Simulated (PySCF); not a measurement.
**First hyperpolarisability: 4'-(methylthio)acetophenone (c1(C(C)=O)ccc(SC)cc1, C9H10OS)**

Geometry:
```json
{"atom": "C1", "x (Å)": "4.157", "y (Å)": "-0.050", "z (Å)": "0.336"}
{"atom": "S2", "x (Å)": "3.000", "y (Å)": "-1.423", "z (Å)": "0.245"}
{"atom": "C3", "x (Å)": "1.438", "y (Å)": "-0.636", "z (Å)": "0.106"}
{"atom": "C4", "x (Å)": "0.319", "y (Å)": "-1.481", "z (Å)": "0.020"}
{"atom": "C5", "x (Å)": "-0.956", "y (Å)": "-0.948", "z (Å)": "-0.092"}
{"atom": "C6", "x (Å)": "-1.156", "y (Å)": "0.440", "z (Å)": "-0.122"}
{"atom": "C7", "x (Å)": "-2.500", "y (Å)": "1.077", "z (Å)": "-0.239"}
{"atom": "C8", "x (Å)": "-3.710", "y (Å)": "0.180", "z (Å)": "-0.341"}
{"atom": "O9", "x (Å)": "-2.616", "y (Å)": "2.284", "z (Å)": "-0.249"}
{"atom": "C10", "x (Å)": "-0.036", "y (Å)": "1.274", "z (Å)": "-0.036"}
{"atom": "C11", "x (Å)": "1.246", "y (Å)": "0.754", "z (Å)": "0.076"}
{"atom": "H12", "x (Å)": "3.975", "y (Å)": "0.578", "z (Å)": "1.221"}
{"atom": "H13", "x (Å)": "5.151", "y (Å)": "-0.509", "z (Å)": "0.428"}
{"atom": "H14", "x (Å)": "4.134", "y (Å)": "0.564", "z (Å)": "-0.576"}
{"atom": "H15", "x (Å)": "0.459", "y (Å)": "-2.565", "z (Å)": "0.044"}
{"atom": "H16", "x (Å)": "-1.806", "y (Å)": "-1.631", "z (Å)": "-0.156"}
{"atom": "H17", "x (Å)": "-3.632", "y (Å)": "-0.494", "z (Å)": "-1.209"}
{"atom": "H18", "x (Å)": "-3.805", "y (Å)": "-0.451", "z (Å)": "0.556"}
{"atom": "H19", "x (Å)": "-4.605", "y (Å)": "0.805", "z (Å)": "-0.443"}
{"atom": "H20", "x (Å)": "-0.204", "y (Å)": "2.353", "z (Å)": "-0.060"}
{"atom": "H21", "x (Å)": "2.094", "y (Å)": "1.437", "z (Å)": "0.140"}
```

Level of theory: quadratic response CAM-B3LYP/def2-SVPD first hyperpolarisability, Taylor convention, gas phase (PySCF 2.14.0). Geometry: PBE0-D3(BJ)/def2-SVP.

**Question.** Give β for the processes computed.

**Answer.** In au, Taylor convention; the vector part is βᵢ = ⅓ Σⱼ (βᵢⱼⱼ + βⱼᵢⱼ + βⱼⱼᵢ); β∥ is 3/5 of the vector part along the dipole, the dipole points from − to +:
```
                   process  λ (nm)  β vector norm      β∥  β HRS  depolarisation ratio
           static β(0;0,0)       ∞         1396.2   721.0  617.3                  4.12
second harmonic β(−2ω;ω,ω)    1907         1587.9   823.0  698.3                  4.19
         Pockels β(−ω;ω,0)    1907         1456.1   752.9      –                     –
second harmonic β(−2ω;ω,ω)    1064         2180.5  1139.1  947.9                  4.37
         Pockels β(−ω;ω,0)    1064         1602.8   831.0      –                     –
```

**Question.** Which lowest excitations, dipole and polarisabilities go with it?

**Answer.** S1 4.03 eV (f = 0.000); S2 4.55 eV (f = 0.470); S3 4.82 eV (f = 0.004); dipole 2.64 D; isotropic α 136.5 au static, 137.2 au at 1907 nm, 138.9 au at 1064 nm, 139.5 au at 953.5 nm, 147.6 au at 532 nm.
